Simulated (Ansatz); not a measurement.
Reactions of C₃H₁₁BSi, SMILES `B[Si](C)(C)C`.

Computed with Ansatz on PBE0-D4/def2-TZVP structures; ΔE is electronic, products minus reactants. CCSD(T)/CBS is the MP2 limit (def2-TZVPP, def2-QZVPP) plus CCSD(T) − MP2 in def2-TZVPP, frozen cores. This one scheme is used for every species. DFT in def2-TZVPP. Triplets are unrestricted, without spin–orbit coupling. Elements past krypton have def2 core potentials. For Ge, I, Se outer-core shells are correlated without core-valence functions, which leaves a few kJ/mol of doubt a bond. Scalar relativity is left out up to krypton. Each species was taken in one conformer, which may not be the lowest.

```csv
reaction,PBE0-D4 (kJ/mol),MP2/CBS(def2) (kJ/mol),ωB97M-V (kJ/mol),CCSD(T)/CBS(def2) (kJ/mol)
`B[Si](C)(C)C` + `B1N[SiH2]1` → `BN1B[SiH2]1` + `C[SiH](C)C`,-116,-127,-124,-120
`B[Si](C)(C)C` + `CC(C)(C)[N]([GeH3])C(C)(C)C` → `CC(C)(C)[N]([GeH3])[Si](C)(C)C` + `BC(C)(C)C`,-175,-187,-183,-178
`B[Si](C)(C)C` + `NN` → `C[Si](C)(C)NN` + BH₃,-68,-85,-82,-77
`B[Si](C)(C)C` + `BNCC` → `BN(B)CC` + `C[SiH](C)C`,-124,-140,-135,-132
`B[Si](C)(C)C` + `Cl[Si](Cl)(Cl)[SeH]` → `C[Si](C)(C)[Se][Si](Cl)(Cl)Cl` + BH₃,-113,-137,-119,-119
`B[Si](C)(C)C` + H₂O → `C[Si](C)(C)O` + BH₃,-116,-132,-133,-126
`B[Si](C)(C)C` → `B[SiH](C)C` + `[CH2]` (triplet),473,492,479,476
`B[Si](C)(C)C` + H–F → `C[Si](C)(C)F` + BH₃,-166,-181,-186,-177
`B[Si](C)(C)C` + HI → `BI` + `C[SiH](C)C`,-102,-117,-104,-107
`B[Si](C)(C)C` + `CN[SiH]([SiH3])Cl` → `CN(C)[SiH]([SiH3])Cl` + `B[SiH](C)C`,64,69,66,66
```

Largest T1 diagnostic: 0.014, for `B1N[SiH2]1`.
